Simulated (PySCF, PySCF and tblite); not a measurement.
A run on one conformer of C₇H₁₄O, numbered as in [CH3:1][CH2:2][C@@H:3]1[CH2:4][CH2:5][CH2:6][CH2:7][O:8]1, from an ensemble study. The sound level was mPW1PW91/pcSseg-1 (IEF-PCM, tetrahydrofuran) on GFN2-xTB geometries.

Input:

```
{"job": {"xc": "mPW1PW91", "basis": "pcSseg-1", "solvent": "tetrahydrofuran", "scf": {"max_cycle": 89}, "kind": "nmr", "pop": false}, "charge": 0, "multiplicity": 1}
C      2.583955     0.634820    -0.130510
C      1.724602    -0.412715    -0.339751
C      0.429670    -0.087566    -0.007370
C     -0.406843    -1.183587    -0.071032
C     -1.700199    -0.804857     0.199450
C     -2.057229     0.213447    -0.651121
C     -1.130053     1.225752    -0.554466
O      0.040985     0.821801    -0.812564
H      2.280673     1.414372    -0.636711
H      2.614479     0.871261     0.819380
H      3.488103     0.399864    -0.422154
H      2.002306    -1.189550     0.193953
H      1.740725    -0.665310    -1.288368
H      0.407053     0.274931     0.919269
H     -0.357694    -1.562885    -0.976324
H     -0.105392    -1.864157     0.569248
H     -1.762030    -0.490777     1.130019
H     -2.308804    -1.569238     0.096021
H     -2.948807     0.559653    -0.429854
H     -2.070311    -0.119348    -1.575397
H     -1.315192     1.938212    -1.206344
H     -1.159365     1.613324     0.358948
```

Command: OMP_NUM_THREADS=1 python ens_run.py task.json out

Output:

```
final grid: 164872 points
cycle   1  E = -349.8494161783  dE =  3.724e+00  |g| = 8.186e-01  |ddm| = 4.581e+00
cycle   2  E = -349.8201699166  dE =  2.925e-02  |g| = 9.159e-01  |ddm| = 1.765e+00
cycle   3  E = -349.9970382118  dE = -1.769e-01  |g| = 1.059e-01  |ddm| = 1.108e+00
cycle   4  E = -349.9988378584  dE = -1.800e-03  |g| = 3.131e-02  |ddm| = 1.157e-01
cycle   5  E = -349.9990175340  dE = -1.797e-04  |g| = 7.522e-03  |ddm| = 3.152e-02
cycle   6  E = -349.9990267284  dE = -9.194e-06  |g| = 1.865e-03  |ddm| = 6.896e-03
cycle   7  E = -349.9990273991  dE = -6.708e-07  |g| = 2.871e-04  |ddm| = 1.551e-03
cycle   8  E = -349.9990274168  dE = -1.770e-08  |g| = 6.067e-05  |ddm| = 3.185e-04
cycle   9  E = -349.9990274176  dE = -7.406e-10  |g| = 1.876e-05  |ddm| = 6.816e-05
converged SCF energy = -349.9990274176

GIAO shielding tensors (ppm)
atom      isotropic    diamagn.    paramagn.     s11        s22        s33       span
  0 C      196.876     245.875     -48.998    181.157    199.557    209.915     28.758
  1 C      175.779     248.074     -72.295    162.902    167.651    196.783     33.881
  2 C      134.803     250.818    -116.014    121.106    129.352    153.952     32.846
  3 C      172.318     251.657     -79.338    158.227    173.793    184.935     26.708
  4 C      184.215     249.976     -65.761    178.086    179.019    195.541     17.455
  5 C      181.540     253.677     -72.137    170.738    177.827    196.056     25.318
  6 C      142.483     245.155    -102.672    118.586    132.705    176.159     57.573
  7 O      316.550     402.179     -85.629    251.272    296.502    401.876    150.603
  8 H       34.218      34.155       0.063     27.800     35.018     39.835     12.035
  9 H       35.149      33.303       1.846     29.847     32.645     42.955     13.107
 10 H       34.803      31.394       3.409     28.861     31.545     44.004     15.143
 11 H       34.264      34.755      -0.490     27.748     34.759     40.285     12.537
 12 H       34.570      35.444      -0.875     29.359     34.655     39.694     10.335
 13 H       32.877      38.458      -5.582     29.107     32.267     37.255      8.148
 14 H       34.763      36.510      -1.747     29.698     34.411     40.179     10.481
 15 H       34.148      36.108      -1.960     28.296     33.545     40.604     12.308
 16 H       34.354      35.319      -0.965     30.110     31.633     41.321     11.211
 17 H       33.726      33.436       0.291     27.586     30.951     42.642     15.056
 18 H       34.308      33.414       0.894     29.045     31.050     42.831     13.786
 19 H       34.420      34.991      -0.571     30.283     31.326     41.653     11.370
 20 H       30.698      32.804      -2.106     24.257     30.451     37.386     13.129
 21 H       31.801      34.367      -2.566     25.176     31.500     38.725     13.549
```

Question: What is wrong with this calculation, and what did it do to the result?

Answer: The setting at fault: coordinates scaled (wrong unit or factor). The calculation finished and met its thresholds. Shieldings averaged over the conformers (ppm), as run and sound:
```
atoms  as run  sound
   C1   198.0  174.1
   C2   176.1  152.3
   C3   134.8  103.7
   C4   174.3  150.9
   C5   184.4  158.6
   C6   181.6  155.9
   C7   142.4  114.2
   O8   315.7  269.4
   H1    34.8   30.7
  H2b    34.3   30.3
  H2a    34.4   30.3
   H3    32.8   28.6
  H4b    34.8   30.5
  H4a    34.1   30.3
  H5b    34.4   30.3
  H5a    33.7   29.9
  H6b    34.3   30.4
  H6a    34.4   30.2
  H7a    30.7   27.6
  H7b    31.8   28.1
```
